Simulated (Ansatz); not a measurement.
Relaxation of C2H9AsSSi (14 atoms, charge 0, multiplicity 1), to a largest force component of 0.015 eV/Å in at most 40 steps.

Theory: RKS B3LYP-D4/def2-SVP in Ansatz 0.2.0.

```xyz
14
Properties=species:S:1:pos:R:3:forces:R:3
C -1.108 1.688 0.806 -1.84 2.55 -1.20
S 0.658 1.679 0.829 1.24 -0.26 0.05
Si 0.744 -0.455 1.061 1.47 -0.01 1.10
C 0.299 -1.328 -0.482 -3.33 -0.57 -0.02
As 1.363 -0.808 -2.012 1.59 0.45 0.11
H -1.538 1.201 -0.093 0.07 -0.07 0.34
H -1.457 2.793 0.728 0.51 -1.50 0.14
H -1.536 1.310 1.716 -0.42 -0.49 0.65
H -0.068 -0.855 2.244 -0.28 0.02 -0.04
H 2.171 -0.829 1.389 -0.26 0.18 -0.05
H -0.844 -1.091 -0.675 1.93 -0.46 0.12
H 0.337 -2.425 -0.307 0.02 0.33 -0.08
H 2.482 -0.107 -1.076 -0.66 -0.46 -0.95
H 2.149 -2.142 -2.007 -0.04 0.28 -0.16
```

Task: Where does it end, and by what steps?

Result: The run converged. After 20 steps the energy has fallen by 0.510 eV; H14 moved furthest, 1.10 Å.

```
step  energy less start (eV)  largest force component (eV/Å)  accepted
   0                  0.0000                           3.325       yes
   1                 -0.3701                           0.824       yes
   2                 -0.4588                           0.434       yes
   3                 -0.4667                           0.205       yes
   4                 -0.4693                           0.048       yes
   5                 -0.4703                           0.065       yes
   6                 -0.4719                           0.115       yes
   7                 -0.4733                           0.093       yes
   8                 -0.4751                           0.127       yes
   9                 -0.4781                           0.197       yes
  10                 -0.4782                           0.486       yes
  11                 -0.5011                           0.151       yes
  12                 -0.4817                           0.307        no
  13                 -0.5045                           0.087       yes
  14                 -0.5067                           0.058       yes
  15                 -0.5071                           0.162       yes
  16                 -0.5087                           0.053       yes
  17                 -0.5092                           0.020       yes
  18                 -0.5096                           0.016       yes
  19                 -0.5097                           0.019       yes
  20                 -0.5097                           0.013       yes
```

```xyz
14
Properties=species:S:1:pos:R:3
C -1.107 1.761 0.602
S 0.635 1.605 1.175
Si 0.771 -0.537 1.380
C 0.412 -1.402 -0.256
As 1.168 -0.426 -1.838
H -1.241 1.313 -0.393
H -1.320 2.836 0.534
H -1.807 1.307 1.319
H -0.173 -1.033 2.428
H 2.175 -0.783 1.809
H -0.677 -1.464 -0.413
H 0.797 -2.433 -0.212
H 2.614 -0.425 -1.335
H 1.406 -1.687 -2.680
```

Run time: 100 s on 2 threads of Arm Neoverse V2, on a shared host, peak memory 0.4 GiB.
